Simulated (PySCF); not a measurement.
Compound: C2H6GaN.
Bonds: C1–C2, C2–N3 (triple), N3–Ga4. Hydrogens: H5, H6, H7 on C1; H8, H9, H10 on Ga4.

The calculation used PBE0-D3(BJ)/def2-SVP geometry optimisation, gas phase (PySCF 2.14.0).

**Question.** How far are the bound atoms from Ga4?

**Answer.** 4 atoms: H9 1.580 Å, H8 1.580 Å, H10 1.580 Å, N3 2.140 Å. The nearest atom not counted as bound is C2, at 3.29 Å.

**Question.** List the angles at Ga4.

**Answer.** 
```csv
angle,degrees,distance of the outer atoms (Å)
H8–Ga4–H9,118.2,2.71
H9–Ga4–H10,118.2,2.71
H8–Ga4–H10,118.2,2.71
N3–Ga4–H9,97.7,2.83
N3–Ga4–H10,97.7,2.83
N3–Ga4–H8,97.7,2.82
```

**Question.** What is the shape at Ga4?

**Answer.** Distorted tetrahedral: angles from 97.7° to 118.2°; τ4 = (360° − α − β)/141° = 0.88 with α and β the two widest (0 for a square, 1 for a tetrahedron).

**Question.** What are the other bond lengths?

**Answer.** C1–C2 1.447 Å; C2≡N3 1.152 Å; C1–H5, C1–H6, C1–H7 1.099 Å.

**Question.** Give some angles away from the centre.

**Answer.** C1–C2–N3 179.9°, C2–N3–Ga4 179.8°.

Point group: near C3v, missed by 0.11 Å at most; the miss may be what the optimiser left on a soft mode (C3 holds within 0.08 Å). Charge 0, singlet. PBE0-D3(BJ)/def2-SVP frequencies: not computed here.

The run took 23 s wall on an Arm Neoverse V2 with one thread, shared host. These figures are those of the optimisation.
